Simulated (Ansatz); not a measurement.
A structure relaxed at PBE-D4/def2-SVP in Ansatz, charge 0, doublet:

```xyz
14

Ag    1.675    0.632   -0.558
Ag   -2.694    1.124   -0.033
Ag   -0.491   -1.624   -0.219
Ag    2.278   -0.259    2.097
Ag   -0.668    0.546   -2.235
Ag   -2.947   -1.232   -1.355
Ag    2.307   -2.152   -0.176
Ag   -0.553    0.463    1.790
Ag   -0.227    2.703   -0.144
S     1.402    1.988    1.615
S    -2.459   -1.064    1.219
S     1.073   -1.291   -2.139
S     3.277   -2.413    1.979
S    -1.973    2.578   -1.840
```

Problem. Give its formula.

Solution. Ag₉S₅.

Problem. Summarise the bond lengths by kind (pairs closer than 1.2 times the sum of covalent radii, bridged metal pairs left out).

Solution. 17 × Ag–S 2.38 to 2.63 Å; 1 × Ag–Ag 3.02 Å.

In the def2 sets Ag takes a core potential; there is no spin–orbit coupling. The structure comes from a short search, and lower isomers may exist.
